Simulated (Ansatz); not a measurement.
Cost and result up the ladder for 57-crown-19, `C1COCCOCCOCCOCCOCCOCCOCCOCCOCCOCCOCCOCCOCCOCCOCCOCCOCCOCCO1` (133 atoms). Charge 0, multiplicity 1. Geometry: r2SCAN-D4/def2-SVP.

```xyz
133

C     0.826   -8.649    6.588
C     1.716   -7.766    7.464
O     2.268   -6.664    6.788
C     3.048   -6.991    5.663
C     3.819   -5.746    5.277
O     4.526   -6.029    4.092
C     5.652   -5.215    3.866
C     5.286   -3.780    3.480
O     6.427   -3.029    3.133
C     7.125   -2.486    4.230
C     8.231   -1.602    3.714
O     7.678   -0.438    3.160
C     8.633    0.376    2.532
C     7.988    1.675    2.123
O     7.737    2.441    3.280
C     6.816    3.491    3.106
C     7.422    4.678    2.354
O     6.585    5.810    2.354
C     5.461    5.712    1.511
C     4.922    7.112    1.305
O     3.752    7.007    0.535
C     3.181    8.248    0.209
C     1.921    7.974   -0.584
O     1.400    9.213   -1.004
C     0.072    9.160   -1.472
C    -0.035    8.470   -2.831
O    -1.335    8.534   -3.384
C    -2.346    7.815   -2.712
C    -1.976    6.380   -2.341
O    -1.319    5.658   -3.359
C    -1.947    5.628   -4.625
C    -3.254    4.835   -4.614
O    -3.804    4.677   -5.900
C    -3.099    3.785   -6.733
C    -4.056    3.277   -7.791
O    -3.329    2.381   -8.593
C    -4.027    1.837   -9.684
C    -5.329    1.148   -9.313
O    -5.081    0.262   -8.252
C    -6.221   -0.438   -7.822
C    -5.876   -1.108   -6.509
O    -6.961   -1.931   -6.144
C    -7.078   -2.173   -4.765
C    -5.957   -3.039   -4.209
O    -6.246   -3.266   -2.852
C    -5.216   -3.923   -2.159
C    -5.678   -4.114   -0.730
O    -4.615   -4.673   -0.001
C    -4.945   -4.947    1.337
C    -3.678   -5.421    2.034
O    -3.918   -5.897    3.336
C    -4.225   -4.902    4.290
C    -4.105   -5.496    5.680
O    -2.789   -5.656    6.139
C    -2.026   -6.658    5.497
C    -0.929   -7.063    6.459
O    -0.060   -7.931    5.769
H     0.283   -9.354    7.257
H     1.438   -9.256    5.902
H     1.136   -7.339    8.298
H     2.508   -8.410    7.908
H     3.763   -7.811    5.889
H     2.422   -7.312    4.808
H     3.103   -4.909    5.151
H     4.510   -5.468    6.100
H     6.212   -5.669    3.033
H     6.315   -5.218    4.758
H     4.630   -3.810    2.595
H     4.724   -3.283    4.297
H     6.446   -1.882    4.867
H     7.573   -3.275    4.869
H     8.817   -2.166    2.956
H     8.921   -1.354    4.550
H     9.054   -0.126    1.633
H     9.481    0.598    3.216
H     7.042    1.455    1.585
H     8.664    2.202    1.417
H     6.522    3.831    4.113
H     5.903    3.124    2.593
H     7.680    4.391    1.312
H     8.356    4.970    2.862
H     5.734    5.272    0.529
H     4.659    5.081    1.944
H     4.718    7.577    2.293
H     5.687    7.738    0.800
H     3.872    8.865   -0.404
H     2.937    8.836    1.119
H     2.177    7.310   -1.433
H     1.192    7.429    0.052
H    -0.277   10.201   -1.567
H    -0.575    8.656   -0.721
H     0.315    7.422   -2.778
H     0.621    8.999   -3.541
H    -2.681    8.324   -1.782
H    -3.208    7.826   -3.399
H    -1.273    6.370   -1.491
H    -2.899    5.874   -1.988
H    -2.115    6.646   -5.027
H    -1.223    5.131   -5.290
H    -4.022    5.358   -4.019
H    -3.067    3.851   -4.132
H    -2.231    4.265   -7.228
H    -2.715    2.918   -6.158
H    -4.456    4.130   -8.381
H    -4.910    2.784   -7.287
H    -3.340    1.104  -10.135
H    -4.254    2.612  -10.451
H    -5.717    0.618  -10.210
H    -6.106    1.888   -9.022
H    -6.532   -1.207   -8.561
H    -7.085    0.245   -7.676
H    -5.684   -0.332   -5.739
H    -4.937   -1.685   -6.637
H    -8.038   -2.691   -4.610
H    -7.111   -1.222   -4.190
H    -5.897   -3.991   -4.780
H    -4.976   -2.528   -4.318
H    -4.980   -4.908   -2.615
H    -4.279   -3.326   -2.164
H    -6.574   -4.770   -0.709
H    -5.983   -3.131   -0.312
H    -5.355   -4.039    1.828
H    -5.722   -5.739    1.411
H    -2.928   -4.603    2.036
H    -3.257   -6.260    1.459
H    -3.529   -4.041    4.197
H    -5.258   -4.516    4.156
H    -4.652   -6.463    5.691
H    -4.598   -4.818    6.396
H    -1.571   -6.293    4.557
H    -2.653   -7.532    5.233
H    -0.403   -6.155    6.812
H    -1.376   -7.562    7.346
```

Ansatz on 11 threads of AMD EPYC 7R13 on a shared host and a whole NVIDIA H100 80GB HBM3. Times are rough, and most runs start from the orbitals of an earlier one. PBE0-D4/def2-TZVP serves as the yardstick here, not as an exact answer. Differences are given only for rows in sets of like size (and for xTB, whose basis is part of the method), since another set adds its own error. Binding counts from free atoms at the same level (C triplet, O triplet, H doublet; other spins of the atoms weren't run), without zero-point energy or a counterpoise term.

B3LYP takes the VWN-RPA correlation. Correlated methods freeze 57 core orbitals. The rows differ in basis, and correlated rows in double-zeta sets carry the largest basis error. Single mean-field runs in 6-31G, def2-SVP, def2-TZVP are fitted with def2-universal-jkfit.

Correlated methods converge slowly with the basis, most of all in double-zeta sets.

| level | functions | wall time | binding energy per atom (eV) | difference from PBE0-D4/def2-TZVP (eV) |
| --- | --- | --- | --- | --- |
| HF/STO-3G | 361 | 2.4 s | 3.58 | – |
| HF/6-31G | 665 | 2.6 s | 2.76 | – |
| B3LYP-D4/6-31G | 665 | 4.2 s | 4.05 | – |
| PBE-D4/def2-SVP | 1178 | 5.5 s | 4.37 | – |
| PBE0-D4/def2-SVP | 1178 | 8 s | 4.28 | – |
| BLYP-D4/def2-TZVP | 2223 | 9.5 s | 4.19 | -0.03 |
| PBE-D4/def2-TZVP (with forces) | 2223 | 12 s | 4.31 | 0.09 |
| r2SCAN-D4/def2-TZVP (with forces) | 2223 | 13 s | 4.21 | -0.02 |
| PBE0-D4/def2-TZVP | 2223 | 15 s | 4.22 | 0.00 |
| MP2/def2-SVP | 1178 | 20 s | 4.08 | – |
